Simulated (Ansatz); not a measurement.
Reaction (homolysis of the H–Si bond): `F[SiH](F)F` → H• + `F[Si](F)F`•

Gas-phase electronic energies from Ansatz, PBE0-D4/def2-TZVP geometries. CCSD(T)/CBS is the MP2 limit (def2-TZVPP, def2-QZVPP) plus CCSD(T) − MP2 in def2-TZVPP, frozen cores. This one scheme is used for every species, atoms too. DFT in def2-TZVPP. B3LYP here is the variant with VWN-RPA as its local correlation; programs differ in this. Open shells (•) are unrestricted, without spin–orbit coupling.

```json
{"level": "PBE-D4", "ΔE (kJ/mol)": "409.1"}
{"level": "B3LYP-D4", "ΔE (kJ/mol)": "431.6"}
{"level": "r2SCANh-D4", "ΔE (kJ/mol)": "419.9"}
{"level": "r2SCAN", "ΔE (kJ/mol)": "417.7"}
{"level": "HF/def2-SVP", "ΔE (kJ/mol)": "360.8"}
{"level": "CCSD/def2-SVP", "ΔE (kJ/mol)": "429.9"}
{"level": "CCSD(T)/def2-SVP", "ΔE (kJ/mol)": "429.5"}
{"level": "MP2/def2-QZVPP", "ΔE (kJ/mol)": "428.3"}
```

Problem. What does CCSD(T)/CBS give? (Estimate.)

Solution. The calculation gave: +445.1 kJ/mol. The listed levels differ from it by -36.0, -13.5, -25.2, -27.4, -84.3, -15.2, -15.6, -16.8 kJ/mol.

Largest T1 diagnostic among the species: 0.014.

Leaving LDA and LC-ωPBE aside and taking each functional with its dispersion term where it has one, the values, not all of them listed here, spread over 37.5 kJ/mol, from revPBE-D4 to ωB97M-V. LDA lies +41.9 kJ/mol from PBE without D4, its usual overbinding. At CCSD(T), def2-SVP lies −15.7 kJ/mol from the extrapolated value and def2-TZVPP −6.5 kJ/mol: correlation converges slowly with the basis, and small sets miss more of it in the bonded molecule than in its fragments.
